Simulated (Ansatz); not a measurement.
The first iterations of a band of BrH3SSi2 (7 atoms, charge 0, multiplicity 1).

Level of theory: Ansatz, RKS B3LYP-D4/def2-SVP.

```
movable images  : 1
climbing image  : no
spring          : 5.0 eV/Å²
optimiser       : quadratic models (default)
start path      : through a guess of the saddle point
force threshold : 0.05 eV/Å
iteration limit : 60
end points      : relaxed
```

Image 0:

```xyz
7
Properties=species:S:1:pos:R:3
Br -2.670 1.027 -0.251
Si -0.612 0.344 -0.799
Si 0.894 -0.212 0.784
S -0.139 -1.729 -0.421
H -0.308 0.835 -2.164
H 0.531 -0.195 2.225
H 2.365 -0.138 0.580
```

Image 2:

```xyz
7
Properties=species:S:1:pos:R:3
Br -2.613 0.419 -0.427
Si -0.382 0.655 -0.402
Si 1.070 0.504 1.422
S 0.545 -1.426 -0.096
H 0.012 1.017 -1.794
H -0.149 0.027 2.210
H 1.579 -1.265 -0.958
```

| iteration | highest image above the first end (eV) | largest band force component (eV/Å) |
| --- | --- | --- |
| 1 | 3.278 | 4.198 |
| 2 | 2.189 | 1.306 |
| 3 | 2.077 | 0.919 |

Problem. Does the band converge within its limit, and where does its top end?

Solution. The forces met the threshold. It ended after 10 iterations with the highest image 1.846 eV above the first end. Neighbouring images differ by up to 1.8 eV, so the band resolves the path poorly. No image climbed, so the highest image needn't sit at the top of the path. So few images can step over the top or miss a turn of the path. The orbitals stay closed-shell, which can raise the energy where a bond breaks towards radicals; this wasn't checked here.

Time of the run: 21 s on 2 threads of Intel(R) Xeon(R) 6975P-C (Granite Rapids), on a shared host, peak memory 0.25 GiB.
